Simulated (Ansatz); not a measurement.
Reaction (formal hydrolysis of a Mo–F bond): `[O]=[Mo](=[O])([F])[Cl]` + H₂O → `[O]=[Mo](=[O])([OH])[Cl]` + H–F

Computed with Ansatz on PBE0-D4/def2-TZVP structures; ΔE is electronic, products minus reactants. CCSD(T)/CBS is the MP2 limit (def2-TZVPP, def2-QZVPP) plus CCSD(T) − MP2 in def2-TZVPP, frozen cores. This one scheme is used for every species. DFT in def2-TZVPP. def2 core potentials past Kr. For Mo outer-core shells are correlated without core-valence functions, which leaves a few kJ/mol of doubt a bond. One conformer a species, not always the lowest.

`[O]=[Mo](=[O])([F])[Cl]`:

Z-matrix (Å, degrees):
```
Mo
O 1 1.663
F 1 1.836 2 110.1
Cl 1 2.242 2 109.2 3 122.7
O 1 1.663 2 106.6 3 -119.4
```

H₂O:

Z-matrix (Å, degrees):
```
O
H 1 0.960
H 1 0.960 2 105.1
```

`[O]=[Mo](=[O])([OH])[Cl]`:

```xyz
6

O     0.609    1.768   -0.558
Mo    0.221    0.165   -0.309
O     1.640   -0.678   -0.062
O    -0.877    0.032    1.186
Cl   -0.819   -0.657   -2.133
H    -0.774   -0.630    1.877
```

H–F:

```xyz
2

F    -0.249   -0.258   -0.287
H     0.249    0.258    0.287
```

```tsv
level	ΔE (kJ/mol)
revPBE-D4	22.7
PBE0-D4	20.3
RPA@PBE/def2-TZVPP	19.8
SCS-MP2/def2-TZVPP	19.7
MP2/def2-QZVPP	17.3
HF/CBS(def2)	25.5
MP2/CBS(def2)	17.0
CCSD/CBS(def2)	18.9
```

Problem. What does CCSD(T)/CBS give? (Estimate.)

Solution. Computed: +18.0 kJ/mol. The listed levels differ from it by 4.7, 2.3, 1.8, 1.7, -0.7, 7.5, -1.0, 0.9 kJ/mol.

Largest T1 diagnostic among the species: 0.024, so the coupled-cluster value is less sure than usual.

The D4 term adds −3.5 kJ/mol with B3LYP and −1.9 kJ/mol with PBE0; it sums over pairs of atoms, weighted by their polarisabilities, and B3LYP, whose exchange is more repulsive, gets the larger term. From BLYP to BHLYP (50 % exact exchange), in def2-TZVPP and without D4, ΔE moves by −5.4 kJ/mol. In def2-TZVPP, CCSD(T) changes the Hartree–Fock value by −6.2 kJ/mol (the triples alone add −0.9 kJ/mol) and MP2 by −7.3 kJ/mol.

B3LYP here is the variant with VWN-RPA as its local correlation; programs differ in this.
